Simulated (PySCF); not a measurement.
## Calculated data, F2HSi, CH4Al, B2FH2O

Computed with PySCF 2.14.0. Calculation on a computer-drawn molecule: optimised geometry and harmonic frequencies of an isolated molecule of the commonest isotopes, restricted reference for singlets and unrestricted otherwise, frozen core in MP2.

(1) F2HSi

Start structure:
```xyz
4
F2HSi
F      2.9765    -1.6551    -1.3242
Si     1.5310    -1.2620    -2.1669
F      0.4774    -1.6053    -0.8232
H      1.5915     0.2945    -2.0171
```

Here we set charge -1, multiplicity 1, method HF and basis aug-cc-pV(D+d)Z.

The calculation gives: rotational constants 21.63, 8.077, 6.203 GHz; total energy -488.5309 hartree; convergence status largest gradient component 3.012e-05 hartree/bohr.

Drawn bonds:
```csv
atom,other atom,order
1,2,1
2,3,1
2,4,1
```

Optimised structure:
```xyz
4
F2HSi
F      2.9641    -1.6249    -1.3403
Si     1.5263    -1.2881    -2.1542
F      0.4920    -1.5697    -0.8525
H      1.5940     0.2548    -1.9844
```

Modes:
```csv
frequency (cm⁻¹),reduced mass (dalton)
312.3,15.71
697.5,19.94
709.2,20.19
831.5,1.075
902.5,1.172
1863,1.042
```

(2) CH4Al

Start structure:
```xyz
6
CH4Al
C      0.2217     2.1296     2.8203
Al    -0.4804     0.3893     2.3623
H      0.5641     2.4071     3.8173
H      0.3226     2.9532     2.1134
H     -0.5820    -0.7333     3.4714
H     -0.9501     0.0965     0.8811
```

It was run with charge 0, multiplicity 2, method MP2 and basis cc-pV(D+d)Z.

The calculation gives: rotational constants 92.19, 11.86, 10.51 GHz; total energy -282.2498 hartree; spin squared 0.7582; convergence status largest gradient component 1.511e-05 hartree/bohr.

Drawn bonds:
```csv
atom,other atom,order
1,2,1
1,3,1
1,4,1
2,5,1
2,6,1
```

Optimised structure:
```xyz
6
CH4Al
C      0.2204     2.1271     2.8197
Al    -0.4828     0.3836     2.3609
H      0.5667     2.4084     3.8250
H      0.3231     2.9589     2.1074
H     -0.5813    -0.7336     3.4743
H     -0.9501     0.0980     0.8784
```

Modes:
```csv
frequency (cm⁻¹),reduced mass (dalton)
272.8,1.008
411.1,1.037
589.7,1.103
665.1,1.348
694.7,3.839
728.3,1.337
817.6,1.139
1405,1.126
1970,1.025
1972,1.061
3162,1.056
3254,1.109
```

(3) B2FH2O

Start structure:
```xyz
6
B2FH2O
B     -0.6308    -1.0353     0.9515
O     -2.0143    -1.2134     0.9975
B     -3.2660    -1.3124     1.0803
F     -4.4530    -1.3501     1.1969
H      0.0385    -1.9140     1.2455
H     -0.2325    -0.0058     0.5994
```

It was run with charge 1, multiplicity 1, method HF and basis cc-pVDZ.

It finds rotational constants 216, 3.732, 3.668 GHz; total energy -224.6621 hartree; convergence status largest gradient component 1.024e-05 hartree/bohr.

Drawn bonds:
```csv
atom,other atom,order
1,2,1
2,3,1
3,4,1
1,5,1
1,6,1
```

Optimised structure:
```xyz
6
B2FH2O
B     -0.5805    -1.0229     0.9414
O     -2.0384    -1.1656     1.0284
B     -3.2498    -1.2845     1.1009
F     -4.4816    -1.4054     1.1745
H      0.0159    -1.9903     1.2566
H     -0.2237     0.0377     0.5693
```

Modes:
```csv
frequency (cm⁻¹),reduced mass (dalton)
72.01,4.119
103.4,5.738
482.5,11.56
500.9,11.9
693.6,6.534
1012,1.249
1102,1.308
1223,7.572
1293,1.183
2210,11.85
2818,1.036
2983,1.148
```
